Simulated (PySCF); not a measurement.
Species: C4H6F3 (charge +1).
Structure used (PBE0-D3(BJ)/def2-SVP), in Å, numbered top down from 1:
```
atom  x, y, z in Å
C1     1.3348   -0.5838    0.1569
C2     0.0518    0.0450    0.0425
C3    -0.1080    1.4574   -0.2450
F4    -1.3706    1.8902   -0.2168
C5    -1.2103   -0.8020    0.1402
F6    -1.6393   -0.8331   -1.1312
F7    -0.9115   -2.0255    0.5556
H8     1.3809   -0.9865    1.1973
H9     2.2020    0.0540   -0.0515
H10    1.3342   -1.5283   -0.4268
H11    0.5512    2.0454    0.4346
H12    0.3550    1.6016   -1.2550
H13   -1.9699   -0.3406    0.7972
```

Method used: core-valence-separated Tamm–Dancoff BHandHLYP/aug-pcX-1 (pcseg-1 on H) in PySCF, non-relativistic, gas phase, PBE0-D3(BJ)/def2-SVP geometry. No empirical shift is added; at this level the pattern usually sits a few eV under experiment.

The lowest roots of each edge with f over 0.003 (five at most, numbered afresh; weaker and dark ones are left out), with transition dipoles (au) in the frame of the coordinates:

```json
{"root": "1", "edge": "C", "E (eV)": "280.66", "f": "0.0973", "μx": "-0.0020", "μy": "-0.0207", "μz": "-0.1172"}
{"root": "2", "edge": "C", "E (eV)": "281.58", "f": "0.0046", "μx": "0.0000", "μy": "-0.0049", "μz": "-0.0255"}
{"root": "3", "edge": "C", "E (eV)": "283.86", "f": "0.0035", "μx": "0.0034", "μy": "0.0018", "μz": "0.0222"}
{"root": "4", "edge": "C", "E (eV)": "287.27", "f": "0.0151", "μx": "-0.0217", "μy": "0.0135", "μz": "-0.0385"}
{"root": "5", "edge": "C", "E (eV)": "287.72", "f": "0.0379", "μx": "-0.0277", "μy": "-0.0070", "μz": "0.0675"}
{"root": "6", "edge": "F", "E (eV)": "682.21", "f": "0.0135", "μx": "0.0169", "μy": "0.0094", "μz": "0.0208"}
{"root": "7", "edge": "F", "E (eV)": "685.65", "f": "0.0365", "μx": "-0.0439", "μy": "0.0156", "μz": "0.0001"}
{"root": "8", "edge": "F", "E (eV)": "686.82", "f": "0.0352", "μx": "0.0071", "μy": "-0.0442", "μz": "0.0097"}
{"root": "9", "edge": "F", "E (eV)": "687.71", "f": "0.0317", "μx": "-0.0030", "μy": "-0.0010", "μz": "-0.0433"}
{"root": "10", "edge": "F", "E (eV)": "688.00", "f": "0.0040", "μx": "-0.0144", "μy": "-0.0007", "μz": "0.0056"}
```

**Question.** Molecules are fixed in this frame and the field points along (0, 1, 1)/√2. What effective strengths 3 f cos²θ do the roots have (θ between field and μ)?

**Answer.** root 1 (C2): 0.196, root 2 (C1): 0.010, root 3 (C3): 0.006, root 4 (C1): 0.007, root 5 (C1): 0.039, root 6 (F6): 0.023, root 7 (F4): 0.006, root 8 (F7): 0.030, root 9 (F6): 0.050, root 10 (F4): 0.001. Root 1 is the strongest. Averaged over all orientations cos²θ is 1/3, which gives f back.

Rough CPU time on one thread of a shared machine: about 70 s.

One conformer stands for the species.
